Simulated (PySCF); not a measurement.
Here is a computed GFN2-xTB geometry (Å):
```
atom  x, y, z in Å
C1     3.5744   -0.4999    0.0234
C2     2.8263    0.4019   -0.2172
C3     1.8766    1.4665   -0.4937
N4     0.5999    1.2049    0.1181
N5     0.1157    2.0266    1.0570
C6    -1.0402    1.5511    1.4459
C7    -1.3524    0.3574    0.7473
C8    -2.4066   -0.5588    0.7364
C9    -2.3223   -1.6284   -0.1209
C10   -1.2172   -1.8068   -0.9665
C11   -0.1645   -0.9228   -0.9805
C12   -0.2423    0.1649   -0.1132
H13    4.2467   -1.2782    0.2302
H14    1.7579    1.5753   -1.5805
H15    2.2415    2.4094   -0.0750
H16   -1.6114    2.0574    2.1983
H17   -3.2580   -0.4216    1.3857
H18   -3.1198   -2.3562   -0.1506
H19   -1.1985   -2.6652   -1.6219
H20    0.6890   -1.0670   -1.6253
```

Charge 0, singlet.

Q: Read off the bonds between heavy atoms and their formal orders.

A: C1–C2 1.20 Å (triple); C2–C3 1.45 Å (single); C3–N4 1.44 Å (single); N4–N5 1.34 Å (aromatic); N5–C6 1.31 Å (aromatic); C6–C7 1.42 Å (aromatic); C7–C8 1.40 Å (aromatic); C8–C9 1.37 Å (aromatic); C9–C10 1.40 Å (aromatic); C10–C11 1.37 Å (aromatic); C11–C12 1.39 Å (aromatic); N4–C12 1.36 Å (aromatic); C7–C12 1.42 Å (aromatic). Bonds to hydrogen (Å): C1–H13 1.05; C3–H14 1.10; C3–H15 1.09; C6–H16 1.07; C8–H17 1.08; C9–H18 1.08; C10–H19 1.08; C11–H20 1.08.

Q: Which species is it?

A: `C#CCn1ncc2ccccc21`, C10H8N2. Among its features: alkyne, benzene ring, pyridine-type ring nitrogen and pyrrole-type ring nitrogen.

Q: What is the point group of this geometry?

A: C1 (no symmetry element, even within 0.4 Å).

Q: Which rings does it hold (smallest set)?

A: N4–N5–C6–C7–C12 (5 members, 0.00 Å rms from planarity); C7–C8–C9–C10–C11–C12 (6 members, 0.00 Å rms from planarity).

Q: Classify the heavy atoms.

A: C1: terminal alkyne carbon; C2: alkyne carbon; C3: sp3 carbon bound to nitrogen; N4: pyrrole-type nitrogen; N5: pyridine-type nitrogen; C6: aromatic CH next to a ring nitrogen; C7: ring-fusion aromatic carbon; C8: aromatic CH carbon; C9: aromatic CH carbon; C10: aromatic CH carbon; C11: aromatic CH carbon; C12: ring-fusion aromatic carbon.

Q: What is the arrangement about C11?

A: It has 3 neighbours (C10, C12, H20) and is planar (angles 121.7°, 121.4° and 116.9°, sum 360.0°, 0.00 Å off the plane of its three neighbours).

Q: What is the arrangement about C6?

A: It has 3 neighbours (N5, C7, H16) and is planar (angles 128.8°, 120.5° and 110.7°, sum 360.0°, 0.00 Å off the plane of its three neighbours).
